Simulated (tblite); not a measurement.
Species: C5HFNO (doublet state).
InChI=1S/C5HFNO/c6-5-4(3-7)1-2-8-5/h2H

Method: GFN2-xTB as coded in tblite; computed harmonic values from a numerical Hessian at the method's own geometry, unscaled. The method is semi-empirical: single wavenumbers can be off by several per cent or more. Open shells enter through the occupations alone, without spin polarisation, and single modes of such species can be off by tens of per cent.

Harmonic wavenumbers (cm⁻¹): 130.7, 153.4, 275.8, 363.5, 471.9, 511.2, 527.9, 571.9, 607.4, 701.1, 752.1, 864.2, 1034.4, 1084.1, 1189.3, 1263.5, 1366.9, 1506.1, 1587.1, 2386.5, 3201.9.

A = 3947, B = 1923, C = 1293 MHz; mass 110.004 u (most abundant isotopes); point group Cs, symmetry number 1; spin multiplicity 2.

**Question.** What is the zero-point energy?

**Answer.** ½Σν̃ = 10275 cm⁻¹ = 122.92 kJ/mol.

**Question.** Entropy at 500 K, 1 bar (ideal gas, RRHO, classical rotation)?

**Answer.** Translation 178.23, rotation 123.12, vibration 95.22, spin (R ln 2) 5.76: S = 402.3 J/(mol K).

**Question.** And Cp and H(500 K) − H(0)?

**Answer.** Cp = 137.65 J/(mol K), of which vibrations give 104.39 (their classical limit is 21 R = 174.6); H(500 K) − H(0) = 43.50 kJ/mol without the zero-point energy, 26.87 from vibrations.

**Question.** Blend soft modes into free rotors: weight 1/[1 + (100 cm⁻¹/ν̃)⁴] for the oscillator and the rest for a rotor with moment μB/(μ + B), μ = h/(8π²ν), B = 10⁻⁴⁴ kg m². What vibrational entropy results?

**Answer.** 93.90 J/(mol K) in place of 95.22, which changes −T·S at 500 K by +0.66 kJ/mol.

**Question.** What must be added to the electronic energy to get the Gibbs energy at 500 K and 1 bar?

**Answer.** ZPE + [H(500 K) − H(0)] − T·S = 122.92 + 43.50 − 201.17 = -34.75 kJ/mol.

**Question.** How do the functions run with temperature in this model?

**Answer.** 
```csv
T (K),S (J/(mol K)),Cp (J/(mol K)),H − H(0) (kJ/mol),G − H(0) (kJ/mol),ln q(vib)
150,285.0,63.2,6.77,-35.99,0.74
250,323.7,90.0,14.45,-66.48,1.82
298.15,340.6,101.4,19.06,-82.47,2.40
400,373.4,122.0,30.48,-118.86,3.69
600,428.5,149.8,57.89,-199.23,6.27
900,494.1,172.5,106.63,-338.06,9.89
```

q(vib) and H(0) count from the zero-point level.

**Question.** Which modes carry the vibrational entropy at 500 K?

**Answer.** 130.7 cm⁻¹: 16.49; 153.4 cm⁻¹: 15.18; 275.8 cm⁻¹: 10.45; 363.5 cm⁻¹: 8.31; 471.9 cm⁻¹: 6.38; 511.2 cm⁻¹: 5.82 J/(mol K); the other 15 give 32.59 together.

Hindered rotation and anharmonicity are outside this model.

The run took 0.19 s wall on an Arm Neoverse V1 with one thread, shared host. This covers the Hessian and the dipole derivatives.
